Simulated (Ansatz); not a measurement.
Si₆O₁₉H₁₄, a hydroxylated oxide cluster, relaxed as a singlet with RKS PBE-D4/def2-SVP in Ansatz, starting from the GFN2-xTB geometry. Force threshold 0.03 eV/Å.

Single mean-field runs in def2-SVP are fitted with def2-universal-jkfit.

Start:

```xyz
39

Si   -0.553   -0.477    0.907
Si   -0.308   -1.955   -1.473
Si    1.150    1.865    1.262
Si   -3.059    0.473    0.261
Si    1.671   -1.955    1.897
Si    0.856    2.276   -1.773
O    -0.726    2.599   -1.752
O    -2.681    0.624   -1.309
O    -2.140   -0.715    0.932
O    -4.586   -0.042    0.341
O    -2.847    1.879    1.001
O     1.310    1.097   -2.781
O     0.011   -1.465   -2.979
O     0.763   -3.117   -1.118
O    -1.854   -2.423   -1.349
O    -0.030   -0.597   -0.619
O     1.625    3.631   -2.205
O     1.492    2.022   -0.287
O     2.438    1.204    1.998
O    -0.200    0.968    1.480
O     0.700    3.206    2.037
O     0.066   -1.688    1.749
O     2.529   -1.333    0.674
O     1.810   -3.571    1.858
O     2.230   -1.339    3.273
H    -1.393    1.928   -1.587
H    -2.764   -0.123   -1.900
H    -5.041   -0.039    1.178
H    -1.955    2.125    1.259
H     0.896    0.234   -2.728
H     0.052   -2.109   -3.679
H     0.842   -3.508   -0.248
H    -2.314   -2.207   -0.535
H     1.446    3.989   -3.070
H     2.934    0.562    1.484
H     1.284    3.958    2.014
H     2.308   -1.540   -0.232
H     1.750   -4.055    2.678
H     2.288   -0.382    3.342
```

```csv
step,energy (eV),largest force component (eV/Å),SCF passes
1,-86310.2784,1.329,19
2,-86311.2408,0.939,20
3,-86311.5888,0.254,19
4,-86311.6629,0.327,24
5,-86311.6988,0.222,19
6,-86311.7217,0.127,19
7,-86311.7480,0.243,18
8,-86311.7732,0.282,19
9,-86311.8141,0.355,19
10,-86311.8543,0.437,19
11,-86311.8939,0.198,19
14,-86311.9287,0.070,20
17,-86311.9329,0.037,20
20,-86311.9349,0.086,20
23,-86311.9372,0.108,19
26,-86311.9511,0.331,19
29,-86311.9667,0.346,19
32,-86311.9792,0.238,19
35,-86311.9923,0.047,20
38,-86311.9974,0.135,19
41 (rejected),-86311.9755,0.582,25
44,-86312.0058,0.180,19
47 (rejected),-86312.0104,0.183,19
50,-86312.0184,0.034,20
53,-86312.0189,0.022,14
```

Force components are those of the run's own axes.

End:

```xyz
39

Si   -0.3524   -0.0835    1.2739
Si    0.1173   -1.7850   -1.3315
Si    1.7241    2.0754    1.0026
Si   -3.1672    0.5493    0.3057
Si    1.4804   -2.2660    2.2545
Si    0.4784    2.5361   -1.8475
O    -1.1009    2.2784   -1.3305
O    -2.7799    0.1188   -1.2790
O    -1.9917   -0.1235    1.3029
O    -4.5756   -0.1259    0.8542
O    -3.2379    2.1910    0.3512
O     0.7871    1.6625   -3.2120
O     0.4376   -1.0876   -2.8063
O     1.2644   -2.9459   -1.0246
O    -1.4526   -2.3888   -1.4063
O     0.2032   -0.5660   -0.2351
O     0.6761    4.1622   -2.1204
O     1.5654    2.1844   -0.6452
O     3.0157    1.1640    1.4540
O     0.2980    1.3799    1.5954
O     1.8899    3.5774    1.6715
O     0.1933   -1.2297    2.3654
O     2.6571   -1.6447    1.2437
O     0.9736   -3.7039    1.5195
O     2.0639   -2.6348    3.7497
H    -1.5519    1.4546   -1.6487
H    -2.5175   -0.8230   -1.4143
H    -5.3682    0.3865    0.6169
H    -2.4748    2.5814   -0.1478
H     0.7379    0.6844   -3.1088
H     0.5463   -1.6956   -3.5582
H     1.1183   -3.5067   -0.2161
H    -1.7287   -2.9688   -0.6738
H     0.0570    4.5351   -2.7711
H     2.9685    0.1903    1.3116
H     1.7487    4.2901    1.0237
H     2.5469   -1.9469    0.3127
H     0.9058   -4.4735    2.1123
H     1.8442   -2.0020    4.4559
```

By distances, no bond broke or formed. The bond that changes most is Si1–O22, from 1.60 to 1.67 Å (atoms count from 1). A close non-bonded pair moves further: O19–H39, from 2.08 to 4.52 Å.

The force fell under the threshold at step 18, but the optimiser went on and released 0.085 eV more. No frequencies were taken in this run, so the end may be a saddle point.

It took 2.3 min on 4 threads of AMD EPYC 7R13 on a shared host and a share (37 GiB) of an NVIDIA H100 80GB HBM3, peak host memory 0.99 GiB.
